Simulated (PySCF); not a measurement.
## CdN: from constants to spectrum

r²SCAN constants of CdN, ⁴Σ⁻ (quartet), unpaired electrons σ ↑, π ↑↑ (Cd def2-SVPD with ECP28, N def2-SVPD; scalar-relativistic core potentials (PySCF 2.14); masses 113.9034 and 14.0031 u):

```
ωe              : 236.8 cm⁻¹
ωexe            : 6.46 cm⁻¹
Be              : 0.24707 cm⁻¹
αe              : 0.00620 cm⁻¹
D (centrifugal) : 1.08e-06 cm⁻¹
De to Cd + N    : 0.267 eV
```

(1) Give the vibrational terms G(v) and spacings up to v = 4.

(2) How well does the Morse estimate ωe²/(4ωexe) reproduce De, and what is D0?

The bond is weak. Basis-set superposition, not corrected here, can be much of De in a small basis, most of all at correlated wavefunction levels. Functionals without a dispersion term scatter widely for such bonds, and LDA overbinds them. Spin–orbit coupling is left out. The state is the lowest determinant that a PBE0 search found; another state may lie lower at other levels.

## Answers

(1) G(v) = ωe(v+½) − ωexe(v+½)².

```
v  G(v) (cm⁻¹)  G(v) − G(v−1)  Bv (cm⁻¹)
0        116.8                    0.2440
1        340.7          223.9     0.2378
2        551.6          211.0     0.2316
3        749.7          198.0     0.2254
4        934.8          185.1     0.2192
```

(2) It gives 0.269 eV, 101 % of the computed De. D0 = De − G(0) = 0.267 − 0.014 = 0.253 eV.
